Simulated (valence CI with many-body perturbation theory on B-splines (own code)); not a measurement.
The numbers below are computed, except where a source is named.
# Hyperfine factors and g values of Tb⁴³⁺

Level of theory: configuration interaction combined with many-body perturbation theory (CI+MBPT): four valence electrons over a frozen Dirac-Fock core [Ar], a basis of 9 s, 9 p, 10 d, 8 f, 5 g, 3 h, 1 i functions for each j, with the one-electron correlation potential Σ1 (screened to all orders), the two-electron term Σ2, the three-electron term Σ3, Breit, model QED; selected single and double excitations, second order for the rest (own B-spline code, finite nucleus).

No measured spectrum was set against this ion. As an estimate, large intervals hold to a few tenths of a per cent, small ones and those within an open d or f shell to about a per cent. Only levels of the ground parity were solved; by the run's estimate the other parity begins above the list, which can be wrong where configurations are misplaced.

A/g_I is the dipole constant over the nuclear g factor μ/I (μ in nuclear magnetons, uniformly magnetised nucleus), B/Q the quadrupole constant per barn. Both hold the static response of the core; the bare values leave it out. Large factors of s and p1/2 electrons are usually good to 5 to 10 %; those of open d and f shells near neutrality can be off by tens of per cent, and small factors of p3/2, d and f electrons come from cancelling terms and can be off by a factor of two or in sign, in half-filled shells by more. B is blank for J = 1/2, where it vanishes, and for nearly pure S terms. Energies count from the lowest level. Levels with J = 0 are left out.

Levels are named by their leading jj configuration (3d3/2^4 stands for four electrons in 3d with j = 3/2), which in mixed levels can hold well under half, so a name can repeat and another be missing. Letters in brackets count levels of one name in rising energy.

| Level | E (cm⁻¹) | g | A/g_I (MHz) | A/g_I bare | B/Q (MHz/b) | B/Q bare |
| --- | --- | --- | --- | --- | --- | --- |
| (3d3/2^3 3d5/2) J=1 | 255050 | 1.492 | -3380 | -2320 | 12700 | 12800 |
| (3d3/2^3 3d5/2) J=4 | 338960 | 1.081 | 38600 | 38900 | 2700 | 2650 |
| (3d3/2^3 3d5/2) J=2 | 346520 | 1.254 | 23800 | 24400 | 28300 | 28700 |
| (3d3/2^3 3d5/2) J=3 | 373260 | 1.161 | 33600 | 34000 | 21100 | 21400 |
| (3d3/2^2 3d5/2^2) J=2 [a] | 585580 | 1.190 | 15700 | 16100 | 23100 | 23400 |
| (3d3/2^2 3d5/2^2) J=4 [a] | 590570 | 1.150 | 31200 | 31500 | -14400 | -14700 |
| (3d3/2^2 3d5/2^2) J=3 [a] | 604880 | 1.141 | 27000 | 27400 | 5110 | 5170 |
| (3d3/2^2 3d5/2^2) J=5 | 633620 | 1.079 | 35600 | 35800 | 32100 | 32500 |
| (3d3/2^2 3d5/2^2) J=6 | 653990 | 1.075 | 37600 | 37900 | 39100 | 39600 |
| (3d3/2^2 3d5/2^2) J=1 | 659620 | 1.126 | 39600 | 39900 | 3510 | 3540 |
| (3d3/2^2 3d5/2^2) J=4 [b] | 688820 | 1.028 | 40500 | 40700 | -12200 | -12300 |
| (3d3/2^2 3d5/2^2) J=3 [b] | 690790 | 1.093 | 39400 | 39700 | 10300 | 10500 |
| (3d3/2^2 3d5/2^2) J=2 [b] | 700240 | 1.097 | 35700 | 35900 | 13000 | 13200 |
| (3d3/2^2 3d5/2^2) J=2 [c] | 783690 | 0.991 | 49100 | 49200 | -3510 | -3580 |
| (3d3/2^2 3d5/2^2) J=4 [c] | 815540 | 1.206 | 27100 | 27600 | 59100 | 59900 |
| (3d3/2^2 3d5/2^2) J=2 [d] | 896320 | 1.187 | 32300 | 32700 | -14600 | -14800 |
| (3d3/2 3d5/2^3) J=4 [a] | 918030 | 1.131 | 27200 | 27500 | -26200 | -26600 |
| (3d3/2 3d5/2^3) J=3 [a] | 922030 | 1.160 | 22000 | 22400 | 1940 | 1990 |
| (3d3/2 3d5/2^3) J=1 [a] | 956590 | 0.927 | 37300 | 37200 | 16600 | 16800 |
| (3d3/2 3d5/2^3) J=5 | 959500 | 1.138 | 30800 | 31200 | -21400 | -21700 |
| (3d3/2 3d5/2^3) J=6 | 966170 | 1.074 | 35200 | 35400 | 43900 | 44500 |
| (3d3/2 3d5/2^3) J=2 [a] | 1018300 | 1.053 | 39400 | 39500 | 31200 | 31600 |
| (3d3/2 3d5/2^3) J=3 [b] | 1031900 | 1.089 | 34200 | 34500 | 12000 | 12200 |
| (3d3/2 3d5/2^3) J=3 [c] | 1130600 | 1.057 | 38100 | 38300 | 49900 | 50600 |
| (3d3/2 3d5/2^3) J=1 [b] | 1134600 | 1.422 | 7910 | 8820 | -24000 | -24300 |
| (3d3/2 3d5/2^3) J=4 [b] | 1139200 | 1.041 | 38600 | 38700 | 44000 | 44600 |
| (3d3/2 3d5/2^3) J=2 [b] | 1167400 | 1.103 | 34900 | 35200 | -55000 | -55800 |
| (3d5/2^4) J=4 | 1290600 | 1.155 | 26100 | 26500 | -43100 | -43700 |
| (3d5/2^4) J=2 | 1371600 | 1.058 | 28500 | 28700 | 22200 | 22500 |

(1) Take the isotope of mass number 157, with I = 3/2, μ = 2.03 μN and Q = 1.4 b. What is the hyperfine structure of (3d3/2^2 3d5/2^2) J=4 [a]?

## Answers

(1) From the table A = 42200 MHz, B = -20200 MHz. Shifts from the centre of gravity in MHz: F = 5/2: -326000, F = 7/2: -165000, F = 9/2: 29900, F = 11/2: 248000.
